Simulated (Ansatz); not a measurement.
Gas-phase electronic energies from Ansatz, PBE0-D4/def2-TZVP geometries. CBS: MP2 limit from def2 TZ/QZ plus the TZ coupled-cluster correction, frozen cores. This one scheme is used for every species. DFT in def2-TZVPP. B3LYP here is the variant with VWN-RPA as its local correlation; programs differ in this. One conformer a species, not always the lowest.

Reaction (cleavage of the Al–Si bond): `C[SiH2][Al]([CH3])[OH]` + H–F → `[CH3][Al]([OH])[F]` + `C[SiH3]`

Problem. Is it downhill or uphill in electronic energy at CCSD(T)/CBS, and by how much? (Estimate.)

Solution. Computed: Downhill: ΔE = -46.5 kcal/mol.

Problem. What do these levels give: PBE0-D4, B3LYP-D4, r2SCAN0, LC-ωPBE, MP2/def2-TZVPP, MP2/CBS(def2)? (Best estimate.)

Solution. Computed: PBE0-D4 -42.7, B3LYP-D4 -47.6, r2SCAN0 -47.5, LC-ωPBE -46.8, MP2/def2-TZVPP -48.4, MP2/CBS(def2) -48.3 kcal/mol.

Largest T1 diagnostic among the species: 0.012.

From BLYP to BHLYP (50 % exact exchange), in def2-TZVPP and without D4, ΔE moves by −2.3 kcal/mol. In def2-TZVPP, CCSD(T) changes the Hartree–Fock value by +6.7 kcal/mol (the triples alone add +1.1 kcal/mol) and MP2 by +4.9 kcal/mol. At CCSD(T), def2-SVP lies −2.6 kcal/mol from the extrapolated value and def2-TZVPP −0.1 kcal/mol.
